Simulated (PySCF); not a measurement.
PySCF input file for BiCl2, SMILES [Cl][Bi][Cl], multiplicity 2, IEF-PCM-PBE0/def2-SVP. Geometry optimised at B3LYP-D3(BJ)/def2-TZVP. The spin state was assumed, not searched. The isomer is the one that the SMILES or the coordinates give; other isomers of the formula were not compared. The def2 effective core potentials stand for the cores of Bi; spin–orbit coupling is left out.

```python
import numpy as np
from pyscf import gto, scf, dft
from pyscf.solvent import pcm

mol = gto.M(
    atom='''
    Bi    0.00000000   -0.00000000    0.46136453
    Cl    0.00000000    1.87460424   -1.12627223
    Cl    0.00000000   -1.87460422   -1.12627224
    ''',
    basis='def2-SVP',
    ecp={'Bi': 'def2-svp'},
    charge=0,
    spin=1,
    max_memory=1600,
    verbose=3,
)
mf = dft.UKS(mol, xc='pbe0').density_fit(auxbasis='def2-universal-jkfit')
mf.grids.level = 3
mf.conv_tol = 1e-9
mf.max_cycle = 100
mf.kernel()
fine, coarse = mf.grids, dft.Grids(mol).set(level=1).build(with_non0tab=True)
for _ in range(3):  # follow internal instabilities
    mf.grids = coarse
    mo, _, stable, _ = mf.stability(return_status=True, nroots=4)
    mf.grids = fine
    if stable:
        break
    mf.kernel(mf.make_rdm1(mo, mf.mo_occ))
res = {}
for name, eps in {'water': 78.355, 'diethylether': 4.24, 'benzene': 2.2706}.items():
    s = mf.PCM()
    s.with_solvent.method, s.with_solvent.eps, s.with_solvent.lebedev_order = 'IEF-PCM', eps, 29
    s.kernel(mf.make_rdm1())
    res[name] = (s.e_tot, eps, s.dip_moment(), s.mo_energy, s.converged)
    print(f'{name}: electrostatic solvation free energy {(s.e_tot - mf.e_tot) * 627.509474:.3f} kcal/mol')
```

It prints:

```

WARN: HOMO -0.677092413708669 >= LUMO -0.677092413708678

converged SCF energy = -1134.51162759021  <S^2> = 0.7527249  2S+1 = 2.002723
<class 'pyscf.df.df_jk.DFUKS'> wavefunction is stable in the internal stability analysis

WARN: PCM is an experimental feature. It is still in testing.
Features and APIs may be changed in the future.

converged SCF energy = -1134.52278309939  <S^2> = 0.75265488  2S+1 = 2.0026531
Dipole moment(X, Y, Z, Debye): -0.00000, -0.00000,  5.39327
water: electrostatic solvation free energy -7.000 kcal/mol

WARN: PCM is an experimental feature. It is still in testing.
Features and APIs may be changed in the future.

converged SCF energy = -1134.51898564996  <S^2> = 0.75268188  2S+1 = 2.0026801
Dipole moment(X, Y, Z, Debye):  0.00000, -0.00000,  4.87523
diethylether: electrostatic solvation free energy -4.617 kcal/mol

WARN: PCM is an experimental feature. It is still in testing.
Features and APIs may be changed in the future.

converged SCF energy = -1134.51637833709  <S^2> = 0.75269885  2S+1 = 2.002697
Dipole moment(X, Y, Z, Debye): -0.00000, -0.00000,  4.52085
benzene: electrostatic solvation free energy -2.981 kcal/mol
```

Self-consistency was reached.

Cost: about 17 core-seconds (a rough figure).
